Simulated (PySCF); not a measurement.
# A series of derivatives of FC1C[SiH2][SiH](F)C1

Parent skeleton `[F:1][CH:2]1[CH2:3][SiH2:4][SiH:5]([F:6])[CH2:7]1`; one hydrogen on atom 5 is replaced by X. Hydrogens on one atom are averaged.

PySCF 2.14.0 with density-fitted response routines calculation with PBE0/pcSseg-1 with gauge-including orbitals and geometry: GFN2-xTB; single conformer, non-relativistic Hamiltonian, no solvent.

Chemical shifts δ = σref − σ; 19F (σref 170.95) vs CFCl3; 13C (σref 186.93), 29Si (σref 349.16), 1H (σref 31.72) against TMS, all at this level.

Parent (X = H): F1 -187.1, C2 95.8, C3 23.5, Si4 -80.8, Si5 40.2, F6 -228.9, C7 31.9, H(C2) 5.80, H(C3) 1.30 ppm. Effects are Δδ = δ(X) − δ(H), positive for deshielding.

Q: Give Δδ (ppm) for X = CH2CN, NMe2, OSiH3, SH, NHSiH3, PH2.

A: 
```tsv
X	SMILES	F1	C2	C3	Si4	Si5	F6	C7	H(C2)	H(C3)
CH2CN	N#CC[Si@@]1(F)C[C@H](F)C[SiH2]1	+2.0	-0.1	+0.7	-1.8	+15.5	+31.1	-1.2	+0.03	+0.23
NMe2	CN(C)[Si@@]1(F)C[C@@H](F)C[SiH2]1	+2.9	-0.9	-0.7	-19.4	-8.1	+43.0	+0.6	-0.13	+0.19
OSiH3	F[C@@H]1C[SiH2][Si@@](F)(O[SiH3])C1	+1.7	-1.7	-0.8	-15.9	-20.5	+80.0	-0.4	-0.15	+0.12
SH	F[C@@H]1C[SiH2][Si@@](F)(S)C1	+1.0	-1.0	-0.6	+0.2	+27.7	+61.1	+2.5	-0.07	+0.09
NHSiH3	F[C@@H]1C[SiH2][Si@@](F)(N[SiH3])C1	+12.7	-1.5	-1.2	-4.6	-3.9	+49.5	+1.2	-0.78	+0.33
PH2	F[C@@H]1C[SiH2][Si@@](F)(P)C1	+0.9	-0.2	+0.0	+5.2	+29.9	+22.9	+3.7	-0.04	-0.01
```

Q: Which position responds most, and to which substituents?

A: F6: from +22.9 ppm with PH2 to +80.0 ppm with OSiH3.

Unscaled 19F shifts against computed CFCl3 carry errors that often reach 10 to 50 ppm.
